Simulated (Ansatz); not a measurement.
One change: `OBF` becomes `[OH][GaH][F]`.

Ansatz, PBE0-D4/def2-TZVP geometries, multiplicity 1. Each molecule was computed in one conformer, which needn't be the lowest.

Scalar relativity is left out up to krypton.

| property | `OBF` |
| --- | --- |
| HOMO energy (PBE/def2-TZVPP) / eV | -8.70 |
| HOMO energy (B3LYP/def2-TZVPP) / eV | -10.22 |
| size of the dipole moment (ωB97M-V/def2-TZVPP) / D | 1.09 |
| HOMO energy (PBE0/def2-TZVPP) / eV | -10.43 |
| HOMO–LUMO gap (PBE0/def2-TZVPP) / eV | 10.81 |
| HOMO–LUMO gap (B3LYP/def2-TZVPP) / eV | 10.29 |

(1) What does the change do to each property? (An estimate is asked.)

Answers

(1) Ansatz gave: 
| property | `[OH][GaH][F]` | shift |
| --- | --- | --- |
| HOMO energy (PBE/def2-TZVPP) / eV | -7.69 | 1.01 |
| HOMO energy (B3LYP/def2-TZVPP) / eV | -9.10 | 1.12 |
| size of the dipole moment (ωB97M-V/def2-TZVPP) / D | 3.39 | 2.30 |
| HOMO energy (PBE0/def2-TZVPP) / eV | -9.37 | 1.06 |
| HOMO–LUMO gap (PBE0/def2-TZVPP) / eV | 8.42 | -2.39 |
| HOMO–LUMO gap (B3LYP/def2-TZVPP) / eV | 7.84 | -2.45 |

With PBE0 the HOMO rises by 1.06 eV and the LUMO falls by 1.32 eV, so the gap narrows by about 2.38 eV. PBE moves the HOMO by 1.01 eV and ωB97M-V by 1.13 eV. Dipoles are sizes alone; their direction can turn.

B3LYP here is the variant with VWN-RPA as its local correlation; programs differ in this.
